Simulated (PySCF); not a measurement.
C2H9NSi3, SMILES [SiH3]C#C[SiH2]N[SiH3]. Atoms are numbered in the order given.

```xyz
15

Si     3.4505    -1.1958     0.7374
C      1.9714    -0.3103     0.1010
C      0.9749     0.2840    -0.3310
Si    -0.5400     1.1548    -0.9358
N     -1.9082     0.9793     0.1388
Si    -3.0931    -0.3186     0.1667
H      3.0501    -2.5546     1.2385
H      4.4592    -1.3500    -0.3655
H      4.0635    -0.4133     1.8645
H     -0.9177     0.5634    -2.2613
H     -0.1946     2.6108    -1.0663
H     -1.8797     1.5713     0.9763
H     -2.7859    -1.4044     1.1681
H     -3.1073    -0.9223    -1.2085
H     -4.4514     0.2361     0.5054
```

Geometry optimised at PBE-D3(BJ)/def2-SVP. This is a generated structure with no PubChem entry under its InChIKey; it may be hypothetical. The values are those of a single conformer.

These are PySCF with PBE-D3(BJ)/def2-SVP values and carry that method's errors.

Frequencies are harmonic and unscaled.

A small imaginary wavenumber (i) marks a very flat motion, where grid noise or a shallow saddle decides the sign.

Computed vibrational spectrum:
```
mode  ν (cm⁻¹)  IR (km/mol)  moving atoms (share of kinetic energy)
----  --------  -----------  --------------------------------------
1          19i          0.0                                  H 97 %
2           24          0.1                         Si 72 %, H 19 %
3           62          1.0                  H 75 %, C 10 %, Si 9 %
4           90          0.6                  H 41 %, C 27 %, N 25 %
5          107          1.5                 C 63 %, H 21 %, Si 14 %
6          182          1.4         Si 32 %, H 31 %, N 20 %, C 17 %
7          220          3.3         C 31 %, Si 23 %, H 23 %, N 23 %
8          300          1.3                          C 75 %, H 24 %
9          365          4.9                 C 61 %, Si 18 %, H 16 %
10         376         43.7                 H 63 %, Si 25 %, N 10 %
11         437         41.4         Si 52 %, H 21 %, C 17 %, N 10 %
12         560         17.9                 H 57 %, Si 31 %, C 10 %
13         599          0.8                 H 55 %, Si 34 %, N 11 %
14         653         39.6                 H 75 %, C 14 %, Si 10 %
15         654         39.1                 H 75 %, C 15 %, Si 10 %
16         684         66.5                   H 82 %, N 9 %, Si 9 %
17         722         40.1                  H 74 %, N 10 %, Si 9 %
18         792        258.3                         C 65 %, Si 26 %
19         808         59.5                 H 60 %, N 24 %, Si 10 %
20         846        759.2                         H 83 %, Si 13 %
21         879         81.9                                  H 96 %
22         889        137.9                                  H 94 %
23         901         36.9                          H 91 %, Si 8 %
24         905         32.0                                  H 97 %
25         906         37.6                                  H 97 %
26         919        195.3                 H 48 %, N 33 %, Si 19 %
27         928         76.4                                  H 87 %
28         964         57.6                                  H 86 %
29        1158        155.2                          H 68 %, N 29 %
30        2139        127.4                                  H 96 %
31        2146          2.0                                  C 94 %
32        2158        141.9                                  H 97 %
33        2172        138.5                                  H 98 %
34        2175         49.2                                  H 94 %
35        2177         76.9                                  H 96 %
36        2178         88.3                                  H 96 %
37        2182         22.8                                  H 96 %
38        2191        129.2                                  H 96 %
39        3496         34.1                                  H 93 %
```
